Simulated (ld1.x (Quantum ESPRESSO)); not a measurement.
## Mo (Z = 42): variants of one TM potential

Base potential:

```json
{
  "Element": "molybdenum",
  "Generator": "ld1.x (Quantum ESPRESSO) 7.5",
  "Type": "norm-conserving Troullier–Martins (Kleinman–Bylander form)",
  "Functional": "LDA (PZ)",
  "Relativity": "scalar-relativistic",
  "Frozen core": "[Ar] 3d10",
  "Valence charge": "14",
  "Reference configuration": "4s2 4p6 4d4.5 5s0 5p0 (charge +1.5)",
  "Partial waves": "4s (bound): rc 1.85 bohr; 4d (bound): rc 1.60 bohr; 4p (bound): rc 2.05 bohr",
  "Local potential": "the p channel",
  "Core correction": "Bessel-smoothed model core inside 0.90 bohr"
}
```

All-electron outer shells of the reference configuration (LDA (PZ), scalar-relativistic, ld1.x):

```json
{"shell": "3d", "level (eV)": "-233.73", "outermost node (bohr)": "–", "outermost maximum (bohr)": "0.32"}
{"shell": "4s", "level (eV)": "-76.79", "outermost node (bohr)": "0.51", "outermost maximum (bohr)": "0.99"}
{"shell": "4p", "level (eV)": "-50.92", "outermost node (bohr)": "0.52", "outermost maximum (bohr)": "1.06"}
{"shell": "4d", "level (eV)": "-15.62", "outermost node (bohr)": "0.53", "outermost maximum (bohr)": "1.37"}
{"shell": "5s", "level (eV)": "-13.93", "outermost node (bohr)": "1.33", "outermost maximum (bohr)": "2.68"}
{"shell": "5p", "level (eV)": "-9.29", "outermost node (bohr)": "1.51", "outermost maximum (bohr)": "3.24"}
```

Cutoffs, loose and tight: the cutoffs (Ry, on a coarse ladder) from which the occupation-weighted sum of valence levels, in a spherical-Bessel basis at the reference potential, stays within 10 and 1 mRy of its value at 400 Ry. They do not see the model core or the augmentation charge, which bear on the density cutoff. Test errors are all-electron minus pseudo excitation energies from the reference, over the configurations 4s2 4p6 4d5 5s1 5p0; 4s2 4p6 4d5 5s0 5p0; 4s2 4p6 4d4 5s0 5p0; 4s2 4p6 4d4 5s2 5p0; 4s2 4p6 4d2 5s0 5p0; 4s2 4p6 4d5 5s0 5p1; 4s2 4p6 4d4 5s1 5p0 (two spin-polarised tests are not counted in the largest error). A dash means not determined; rows that change the core or the reference have their own tests.

```tsv
change	outcome	cutoff, loose	cutoff, tight	bound ghosts	largest test error (meV)
base	generated	45 Ry	55 Ry	none	+1428
wave 4s (bound): rc 1.85 bohr becomes 4s (bound): rc 1.18 bohr	generated	90 Ry	180 Ry	none	+400
wave 4s (bound): rc 1.85 bohr becomes 4s (bound): rc 1.58 bohr	generated	55 Ry	80 Ry	none	+766
wave 4s (bound): rc 1.85 bohr becomes 4s (bound): rc 2.06 bohr	generated	45 Ry	55 Ry	none	+2079
wave 4s (bound): rc 1.85 bohr becomes 4s (bound): rc 2.22 bohr	generated	45 Ry	55 Ry	none	+2614
wave 4s (bound): rc 1.85 bohr becomes 4s (bound): rc 2.44 bohr	generated	45 Ry	55 Ry	none	+3247
wave 4s (bound): rc 1.85 bohr becomes 4s (bound): rc 2.58 bohr	generated	45 Ry	55 Ry	none	+3475
wave 4s (bound): rc 1.85 bohr becomes 4s (bound): rc 2.78 bohr	generated	45 Ry	55 Ry	none	+3640
```

Task: What comes out with this change to the base: wave 4s (bound): rc 1.85 bohr becomes 4s (bound): rc 1.42 bohr?

Result: outcome: generated; cutoff, loose: 70 Ry; cutoff, tight: 110 Ry; bound ghosts: none; largest test error (meV): +542.

Task: What comes out with this change to the base: wave 4s (bound): rc 1.85 bohr becomes 4s (bound): rc 1.76 bohr?

Result: outcome: generated; cutoff, loose: 50 Ry; cutoff, tight: 60 Ry; bound ghosts: none; largest test error (meV): +1160.

Task: What comes out with this change to the base: wave 4s (bound): rc 1.85 bohr becomes 4s (bound): rc 1.92 bohr?

Result: outcome: generated; cutoff, loose: 45 Ry; cutoff, tight: 55 Ry; bound ghosts: none; largest test error (meV): +1738.

Reading the sweep of the s radius (base included, trends over the rows without a ghost): The loose cutoff falls from 90 Ry at 1.18 to 45 Ry at 2.78 bohr. A larger radius leaves more room for a smooth pseudo-wave, so fewer plane waves are needed; a smaller one forces it to follow the all-electron wave where it bends sharply. The median size of the test errors (rows with all tests solved) stays near 100.4 meV.
